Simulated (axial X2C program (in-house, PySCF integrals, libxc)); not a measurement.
What spin–orbit coupling does to SrBi⁺

All values were computed with an in-house relativistic program for diatomic molecules. Spin-free means the one-electron spin-free X2C Hamiltonian; two-component (2c) means X2C with spin–orbit coupling and atomic mean-field two-electron Coulomb and Gaunt terms, so the difference of the two also holds small scalar two-electron terms. Basis: Bi dyall-v2z [10s12p9d5f], Sr dyall-v2z [10s11p7d] (cores contracted in-house); Gaussian nuclei, density fitting, unrestricted open shells. Masses: Bi 208.980 u, Sr 87.906 u.

Spin-free state: M_S = 1, Λ = 0 (beyond evenly filled blocks: π+α, π-α); fragments Bi + Sr+.

| level | Re (Å) | ωe (cm⁻¹) | De (eV) | μ (D) |
| --- | --- | --- | --- | --- |
| TPSSh | 3.195 | 134.6 | 1.459 | 12.56 |
| BP86 | 3.202 | 131.6 | 1.440 | 11.82 |

Dipoles are positive if Sr is the positive end and refer to the centre of mass.

Two-component determinant lowest at the distance of the search:

Ω = 0 (closed shell); fragments Bi + Sr+.

```csv
level,Re (Å),ωe (cm⁻¹),De (eV),μ (D)
TPSSh,3.266,116.1,1.290,11.65
BP86,3.296,107.8,1.292,10.69
```

Task: From the two tables, how do the constants change at the TPSSh level (2c against spin-free)?

Result: At the TPSSh level Re goes up by 0.071 Å and ωe decreases by 18.5 cm⁻¹; De changes by -0.169 eV.

One determinant describes the state; a PBE0 search over occupations chose it and may have missed a lower one. Closed shells are restricted here (equal orbitals for both partners); the stretched side of such a curve lies too high. Dissociation energies refer to the lowest single-determinant-based atoms at the same level and basis. PBE0 can misorder states that lie within some tenths of an eV, so this need not be the ground state of the molecule. The nearest other spin-free determinant of the search, M_S = 0, Λ = 2, lies 0.72 eV up at the distance of the search. The 2c closed shell (π1/2)² is the Ω = 0⁺ component of the spin-free π² triplet, mixed with the ¹Σ⁺ state; no single spin-free determinant represents it. The determinant is spin-polarised beyond a pure state at some levels (its spin-free form has ⟨S²⟩ too high), which makes Re and μ there less reliable.
